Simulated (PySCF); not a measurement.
## `InChI=1S/C8H12/c1-2-4-6-8-7-5-3-1/h1,5H,2,4,6-8H2`

Geometry (Å), atoms numbered from 1 in this order:
```xyz
20

C     0.272    1.645    0.207
C    -0.923    1.895   -0.270
C    -2.003    0.851   -0.108
C    -1.478   -0.516    0.334
C    -0.477   -1.192   -0.634
C     0.979   -1.358   -0.171
C     1.878   -0.117   -0.266
C     1.343    1.000    0.598
H    -1.146    2.806   -0.838
H    -2.514    0.751   -1.083
H    -2.781    1.198    0.596
H    -1.024   -0.421    1.334
H    -2.352   -1.174    0.467
H    -0.852   -2.204   -0.853
H    -0.486   -0.664   -1.604
H     0.985   -1.733    0.868
H     1.443   -2.155   -0.779
H     1.927    0.212   -1.317
H     2.905   -0.383    0.033
H     1.755    1.145    1.604
```

The calculation used PySCF 2.14.0, TDDFT CAM-B3LYP/aug-cc-pVDZ excited states, vertical, gas phase. Geometry: PBE0-D3(BJ)/def2-SVP.

Give the one- and two-photon strengths of the lowest singlets.

δ for parallel linear polarisation; σ at the peak of a Lorentzian of half width 0.1 eV, single beam; Ω is circular over linear.
| state | E (eV) | f | photon λ (nm) | δ (au) | σ (GM) | Ω | main |
| --- | --- | --- | --- | --- | --- | --- | --- |
| S1 | 5.47 | 0.003 | 454 | 3.06 | 0.03 | 1.39 | HOMO→LUMO+4 0.27, HOMO−1→LUMO+4 0.17 |
| S2 | 5.62 | 0.004 | 441 | 13.8 | 0.16 | 0.69 | HOMO→LUMO+4 0.26, HOMO−1→LUMO+4 0.15 |
| S3 | 6.13 | 0.025 | 405 | 118 | 1.62 | 1.07 | HOMO→LUMO 0.60, HOMO→LUMO+3 0.14 |
| S4 | 6.40 | 0.095 | 388 | 23.4 | 0.35 | 1.20 | HOMO→LUMO+1 0.36, HOMO−1→LUMO 0.25 |
| S5 | 6.60 | 0.011 | 376 | 83.7 | 1.33 | 1.35 | HOMO→LUMO+2 0.54, HOMO−1→LUMO 0.15 |
| S6 | 6.70 | 0.209 | 370 | 21 | 0.35 | 1.41 | HOMO−1→LUMO+1 0.24, HOMO→LUMO+1 0.17 |

Among these, the strongest one-photon state is S6, the strongest two-photon state S3, with a dipole change of 4.2 D (relaxed, norm of the difference vector).
